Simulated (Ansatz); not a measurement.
The cluster Ag6⁻, relaxed as a doublet with UKS PBE0-D4/def2-SVPD in Ansatz, starting from the GFN1-xTB geometry. Force threshold 0.02 eV/Å.

In the def2 sets Ag takes a core potential; there is no spin–orbit coupling. The structure comes from a short search, and lower isomers may exist.

Start:

```xyz
6

Ag    0.460   -0.022   -2.025
Ag    0.117   -1.476    0.364
Ag    1.958    0.652    0.190
Ag    0.336    0.306    2.450
Ag   -2.092   -0.761   -1.117
Ag   -0.780    1.301    0.139
```

```
step  energy (eV)  largest force component (eV/Å)  SCF passes
   1  -23998.4071                           0.221          22
   2  -23998.4254                           0.027          30
   3  -23998.4262                           0.011          31
```

Force components are those of the run's own axes.

End:

Cartesian coordinates in Å:
```
Ag 0.507 -0.004 -2.036
Ag 0.081 -1.458 0.383
Ag 1.988 0.654 0.145
Ag 0.340 0.311 2.481
Ag -2.118 -0.774 -1.133
Ag -0.799 1.271 0.161
```

By distances, no bond broke or formed. The bond that changes most is Ag3–Ag4, from 2.80 to 2.88 Å (atoms count from 1).

No frequencies were taken in this run, so the end may be a saddle point.

It took 79 s on 4 threads of Arm Neoverse N1 on a shared host, peak host memory 1.1 GiB.
